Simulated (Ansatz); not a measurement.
Input file for `CB[Te][AlH2]`:

```yaml
crystal:
  periodic: [false, false, false]
  atoms:
    - {symbol: C, position_ang: [-0.989801, -0.006616, -1.093708]}
    - {symbol: B, position_ang: [-0.461880, -1.311464, -0.444008]}
    - {symbol: Te, position_ang: [0.989859, -1.505760, 1.136173]}
    - {symbol: Al, position_ang: [1.504354, 0.933045, 1.595080]}
    - {symbol: H, position_ang: [-0.601526, 0.930806, -0.697301]}
    - {symbol: H, position_ang: [-0.778363, -0.046159, -2.170481]}
    - {symbol: H, position_ang: [-2.085007, 0.006649, -1.025119]}
    - {symbol: H, position_ang: [-0.857324, -2.377838, -0.816258]}
    - {symbol: H, position_ang: [2.572034, 1.229703, 2.725083]}
    - {symbol: H, position_ang: [0.790754, 2.096534, 0.793537]}
basis:
  gaussian: {orbitals: def2-SVP}
correlation: {method: ccsd_t}
```

```sh
$ ansatz run in.yaml --threads 4 --pin off --events-out ev --progress --plain
```

Output of Ansatz, abridged:

```
Functional definition: HF
1094 factors; integrals over basis functions are off by at most 1.2e-3 eV
mean field evaluation 1: about -15640.8317 eV, gradient 2.4e1 eV
mean field evaluation 2: about -15640.9100 eV, gradient 2.4e1 eV
mean field evaluation 4: about -15642.9375 eV, gradient 2.5e0 eV
mean field evaluation 8: about -15642.9691 eV, gradient 1.7e-1 eV
mean field -15642.96936111 eV, -574.8685208353 hartree, gradient 1.1e-6 eV, S^2 0.000000; 0 other end points of the search recorded, 0 dependent functions left out
11 core orbitals not correlated: weight in the atoms' cores, before any rotation towards them, 1.000 or more for the frozen orbitals, at most 0.000 for the correlated occupied ones
reference -15642.96936111 eV, -574.8685208353 hartree; 16, 16 occupied and 75, 75 virtual orbitals, 1094 factors
second order -11.22419220 eV of doubles, -0.00000000 eV of singles
cycle   1  -12.18155675 eV  change   -9.6e-1 eV  update   9.4e-2
cycle   2  -12.57551808 eV  change   -3.9e-1 eV  update   2.9e-2
cycle   3  -12.65044605 eV  change   -7.5e-2 eV  update   1.6e-2
cycle   4  -12.64565742 eV  change    4.8e-3 eV  update   5.5e-3
cycle   5  -12.64358671 eV  change    2.1e-3 eV  update   2.3e-3
cycle   6  -12.64357837 eV  change    8.3e-6 eV  update   8.0e-4
cycle   7  -12.64351983 eV  change    5.9e-5 eV  update   3.0e-4
cycle   8  -12.64358130 eV  change   -6.1e-5 eV  update   1.1e-4
cycle   9  -12.64359436 eV  change   -1.3e-5 eV  update   4.4e-5
cycle  10  -12.64358454 eV  change    9.8e-6 eV  update   1.7e-5
perturbative correction -0.39025948 eV, -0.0143417712 hartree
Total energy: -15656.00320512 eV, -575.3475057682 hartree
```

Run time 6 s (4 threads of a server CPU on a shared host); peak host memory 0.46 GiB.

MP2 recovers 86.1 % of the CCSD(T) correlation energy and the triples give 3.0 %; T1 = 0.0128.
